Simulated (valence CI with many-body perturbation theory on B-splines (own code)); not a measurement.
**Run record, Te XII**

Computed by valence CI with perturbative core correlation (CI+MBPT): five valence electrons over a frozen Dirac-Fock core [Kr], radial functions for each j: 6 s, 6 p, 5 d, 5 f, 1 g, with the two-electron term Σ2, the three-electron term Σ3, Breit, model QED; selected single and double excitations, second order for the rest, scaled by the run's own slope (own B-spline code, finite nucleus).

Command, and the settings that its task file holds:

```sh
python run_cv.py task.json out
```

```
atom Te  Z=52  mass_number=130  rms_radius_fm=4.7423
core [Kr]
valence 4d5
avg = 1
basis = S
breit = 1
cap = 10000
capref = 1200
cscale = 1
de = 0.0
dress = 0
eps = 2e-08
extrap = 1
h = 0.27
hh = 1
l2 = 3
lcore = 6
maxit = 60
n2 = 5
natural = 1
nlev = 21
nno = [3, 3, 3, 3, 1]
nroot = 26
nsp = [3, 3, 2, 2, 0]
pt2 = 1
qed = 1
rpa = 1
s1 = 0
s2 = 1
s3 = 1
screen = 1
tol = 2e-05
whole = 1
```

It took 2.6 min on 1 thread of Arm Neoverse N1 (shared host).

Log. The first blocks belong to the next ion, which gives the ionisation energy. Fields: 2J, parity (1 odd), roots, reference size, generating configurations, candidates as configurations/state functions, variational space P, stored matrix elements, Davidson steps; e2 is the range of second-order energies in hartree. The first line gives the box (bohr), its intervals, the orbitals and the steps of their self-consistent field. Window is the range of levels sought, series limit the energy at which the first omitted orbital would enter, core excitation an estimate of the first excitation out of the core, left out the lowest levels not solved, and shifts from estimates the range by which levels moved from their first estimate, all in cm⁻¹.

```
rmax 12.1 intervals 62 orbitals 40 references ['4d5', '4d4 5s', '4d4 4f', '4d4 5p'] scf 7 t 3.4
2J=0 par=0 roots 2 ref 7 generators 4 cand 493/978 P 499/985 nnz 0 it 0
2J=0 par=0 roots 2 ref 7 generators 14 cand 1166/2701 P 1665/3686 nnz 1.5e+06 it 6
   second order: generators 32 cand 9279/22368 e2 -0.00003 -0.00002
2J=2 par=0 roots 2 ref 11 generators 3 cand 184/960 P 191/971 nnz 0 it 0
2J=2 par=0 roots 2 ref 11 generators 16 cand 856/4000 P 1047/4971 nnz 4.6e+06 it 5
   second order: generators 37 cand 10017/65420 e2 -0.00015 -0.00007
2J=4 par=0 roots 2 ref 18 generators 4 cand 126/885 P 134/903 nnz 0 it 0
2J=4 par=0 roots 2 ref 18 generators 14 cand 622/4087 P 756/4990 nnz 5.2e+06 it 6
   second order: generators 33 cand 10067/95417 e2 -0.00048 -0.00019
reference levels 446, estimated 33, window 78076 1/cm; series limit 1328879, core excitation 567651
2J=5 par=0 roots 8 ref 24 generators 13 cand 41/759 P 217/3007 nnz 2.2e+06 it 9
2J=5 par=0 roots 8 ref 24 generators 18 cand 561/6770 P 778/9777 nnz 2e+07 it 9
   second order: generators 47 cand 20795/726224 e2 -0.00187 -0.00054
2J=7 par=0 roots 6 ref 20 generators 9 cand 36/775 P 216/3098 nnz 2.4e+06 it 5
2J=7 par=0 roots 6 ref 20 generators 17 cand 545/6864 P 761/9962 nnz 2.1e+07 it 7
   second order: generators 35 cand 18991/746889 e2 -0.00185 -0.00135
2J=11 par=0 roots 3 ref 7 generators 9 cand 97/924 P 312/3302 nnz 2.7e+06 it 4
2J=11 par=0 roots 3 ref 7 generators 14 cand 663/6661 P 975/9963 nnz 1.9e+07 it 7
   second order: generators 36 cand 19486/661844 e2 -0.00065 -0.00047
2J=9 par=0 roots 4 ref 14 generators 10 cand 51/966 P 246/3389 nnz 2.9e+06 it 5
2J=9 par=0 roots 4 ref 14 generators 14 cand 581/6457 P 827/9846 nnz 2e+07 it 7
   second order: generators 40 cand 18854/726467 e2 -0.00141 -0.00101
2J=3 par=0 roots 5 ref 19 generators 9 cand 76/915 P 293/3316 nnz 2.5e+06 it 5
2J=3 par=0 roots 5 ref 19 generators 14 cand 701/6666 P 994/9982 nnz 1.8e+07 it 9
   second order: generators 38 cand 18797/516802 e2 -0.00107 -0.00072
2J=1 par=0 roots 3 ref 13 generators 9 cand 161/925 P 581/3413 nnz 2.4e+06 it 5
2J=1 par=0 roots 3 ref 13 generators 15 cand 915/6487 P 1496/9900 nnz 1.4e+07 it 8
   second order: generators 29 cand 14019/215249 e2 -0.00033 -0.00022
2J=13 par=0 roots 1 ref 3 generators 3 cand 114/786 P 410/3282 nnz 2.6e+06 it 4
2J=13 par=0 roots 1 ref 3 generators 6 cand 759/6369 P 1169/9651 nnz 1.7e+07 it 6
   second order: generators 19 cand 15720/422279 e2 -0.00024 -0.00024
left out: unestimated 131192, estimated 103753, shifts from estimates -381 to 50
operators 6.1
```

The Davidson iterations converged. The settings are bad on purpose, so the numbers may not be properties of the ion.

No measured levels were compared; by estimate terms of the open shell hold to 2 to 4 % of their energy, and close levels can change places. Among the levels kept, up to 410 cm⁻¹ of a level comes from second order outside the variational space, and about a tenth of that is noise between levels of different J, which matters for small intervals. Only levels of the ground parity were solved; by the run's estimate the other parity begins above the list, which can be wrong where configurations are misplaced.

| Item | Value |
| --- | --- |
| Valence energy | -54.8747 hartree |
| Ionisation energy | 244.17 eV (NIST: 245 ± 2.5 eV (theoretical)) |
| Reference configurations for the orbitals | 4d5, 4d4 5s, 4d4 4f, 4d4 5p |
| Radial orbitals | 40 |
| Box radius | 12.14 bohr |
| Largest variational space | 9982 |
| Lowest levels | 4d5 6S_5/2 0.0, 4d5 4G_5/2 [a] 35064, 4d5 4G_7/2 39876, 4d5 4G_11/2 40764, 4d5 4G_9/2 41944, 4d5 4G_5/2 [b] 41978, 4d5 4D_3/2 42649, 4d5 4P_1/2 46635, 4d5 4D_7/2 49902, 4d5 4D_5/2 54801, 4d5 4D_1/2 55696, 4d5 2I_11/2 58038, 4d5 4P_3/2 58100, 4d5 2I_13/2 62189 cm⁻¹ |

Names give the largest LS component (configuration and term), which can be under half, so a name can repeat, a term be missing and a line seem to break the LS rules; names also repeat where a configuration has a term twice. Letters in brackets count levels of one name in rising energy.
